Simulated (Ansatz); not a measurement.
Saddle point of SiH4BrOF, closed shell (SiH₃OF ([OH][SiH2][F]) + HBr → SiH₃BrO ([OH][SiH2][Br]) + HF; bonds formed: Si1–Br7, F2–H6; bonds broken: Si1–F2, H6–Br7), PBE0-D4/def2-TZVP structure:

Si1  (-0.528, -0.103, -0.108)
F2  (1.350, 0.036, 0.377)
H3  (-0.392, -1.363, -0.854)
H4  (-1.642, 0.796, -0.442)
O5  (-0.861, -0.322, 1.479)
H6  (1.575, 0.550, -0.512)
Br7  (0.756, 1.242, -1.958)
H8  (-0.257, -0.837, 2.018)
(Å)

Energies are electronic, without zero-point energy. Barriers and step energies count from the start structure reached by relaxing down the imaginary mode; all methods use the PBE0-D4 structures, on which another method's saddle can fall below an end. Ansatz 0.2.0; basis: def2-TZVPP, with def2-QZVPP for the basis limit; cores frozen in the correlated methods. Filled d shells of the heavier atoms are correlated. The def2 sets are not built for correlating such inner shells, so the correlated values are less sure here. B3LYP uses VWN-RPA correlation. Extrapolation: Hartree–Fock as exp(−7.88 √X), correlation as X^−2.97.

```csv
method,barrier (kJ/mol),step energy (kJ/mol)
SPW92,98.6,22.4
PBE-D4,124.3,25.2
BLYP-D4,146.7,38.9
r2SCAN-D4,140.6,35.3
B97M-V,164.9,44.4
PBE0-D4,140.3,27.4
B3LYP-D4,157.4,40.0
r2SCAN0-D4,149.8,34.5
BHLYP-D4,?,43.4
CAM-B3LYP-D4,?,45.4
wB97X-V,158.1,38.8
wB97M-V,150.5,37.1
B2PLYP,162.4,41.9
PBE-QIDH,153.6,32.0
RPA on PBE,?,47.0
HF,220.3,55.3
MP2,159.0,36.6
CCSD,177.4,44.6
CCSD(T),167.2,41.6
```

Question: Fill in the withheld barriers. (An estimate is asked for; the value comes from the calculation.)

Answer: The calculation gives: BHLYP-D4 175.4; RPA on PBE 168.4; CAM-B3LYP-D4 162.8 kJ/mol. Each is the energy of the saddle less that of the start structure, by the same method.

For comparison, the barrier by CCSD(T) at an estimated basis limit (MP2 extrapolated from triple and quadruple zeta, plus CCSD(T) − MP2 in triple zeta) is 162.1 kJ/mol.

T1 diagnostic: at most 0.011.

Labels in which every atom is bracketed show which atoms are joined, not bond orders.

For scale, one of the runs: CCSD(T)/def2-TZVPP, 208 basis functions, launched by `ansatz run in.yaml --threads 4 --pin off --events-out ev --progress --plain --max-ram 9574MiB`. Hardware: 4 CPU threads of an Arm Neoverse V1, shared host. Wall time 110 s; peak host memory 2.9 GiB.
